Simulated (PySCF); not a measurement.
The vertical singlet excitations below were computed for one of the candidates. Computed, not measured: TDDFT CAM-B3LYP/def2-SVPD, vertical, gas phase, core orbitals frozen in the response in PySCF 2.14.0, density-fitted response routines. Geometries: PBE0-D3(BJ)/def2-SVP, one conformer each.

| state | ν̃ (cm⁻¹) | f | main configurations (H = HOMO, L = LUMO) |
| --- | --- | --- | --- |
| S1 | 36370 | 0.0057 | H-1→L (95%) |
| S2 | 40880 | 0.233 | H→L (94%) |
| S3 | 47160 | 0.0044 | H-2→L (82%) |
| S4 | 49800 | 0.0008 | H→L+2 (59%), H→L+1 (15%), H→L+4 (11%) |
| S5 | 53850 | 0.023 | H→L+1 (67%), H→L+2 (21%) |
| S6 | 55720 | 0.077 | H-1→L+1 (85%) |
| S7 | 58340 | 0.0040 | H-3→L (61%), H-4→L (23%), H-2→L (8%) |
| S8 | 59530 | 0.165 | H-1→L+2 (75%) |
| S9 | 61940 | 0.030 | H→L+3 (68%), H→L+5 (8%) |
| S10 | 62820 | 0.018 | H-1→L+3 (32%), H→L+4 (24%), H-1→L+4 (12%) |

Problem. Which structure fits?
A. `COc1pcpcp1`
B. `COC/P=C(\C)F`
C. `C=C/C=C/C(F)F`

Solution. B. Its S1 lies at 4.51 eV; the nearest of the others has S1 at 3.48 eV. S1 is HOMO-1→LUMO (95%). Löwdin shares by element: HOMO phosphorus 39%, carbon 38% or more, fluorine 10%; LUMO carbon 38% or more, phosphorus 36%, fluorine 7% (atoms not listed hold the other 19%). At the same level the other candidates give, for their lowest levels:
- `C=C/C=C/C(F)F`: 5.81 eV (f 0.804); 7.02 eV (f 0.002); 7.25 eV (f 0.006); 7.30 eV (f 0.004); 7.41 eV (f 0.007); T1 3.15 eV; HOMO -8.46, LUMO -0.31 eV
- `COc1pcpcp1`: 3.48 eV (f 0.042); 3.90 eV (f 0.012); 4.01 eV (f 0.002); 4.10 eV (f 0.086); 4.24 eV (f 0.001); T1 2.43 eV; HOMO -7.74, LUMO -1.42 eV

The values belong to the conformer `[CH3:1][O:2][CH2:3]/[P:4]=[C:5](\[CH3:6])[F:7]`: C1–O2–C3–P4 -66°, O2–C3–P4–C5 -56°.
Triplets come from the Tamm–Dancoff approximation.
